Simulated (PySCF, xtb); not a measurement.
C3H7NSi, SMILES N1C[SiH2]C=1C.

Harmonic wavenumbers (cm⁻¹) from GFN2-xTB (xtb) at its own minimum, in rising order: 118, 214, 274, 286, 438, 508, 554, 570, 623, 737, 753, 771, 974, 996, 1044, 1080, 1163, 1244, 1378, 1456, 1463, 1463, 1646, 2274, 2274, 2962, 2981, 3001, 3012, 3032.

What does B3LYP-D3(BJ)/def2-SVP (PySCF) give at its own minimum? (An estimate is asked for; the answer gives what the named calculation found.)

137, 206, 287, 297, 495, 534, 579, 639, 717, 778, 817, 919, 957, 1012, 1030, 1132, 1170, 1244, 1384, 1424, 1440, 1444, 1659, 2193, 2203, 3021, 3052, 3094, 3103, 3127. Paired by order, the mean absolute difference is 45 cm⁻¹ and the zero-point energies are 56.2 and 57.3 kcal/mol.
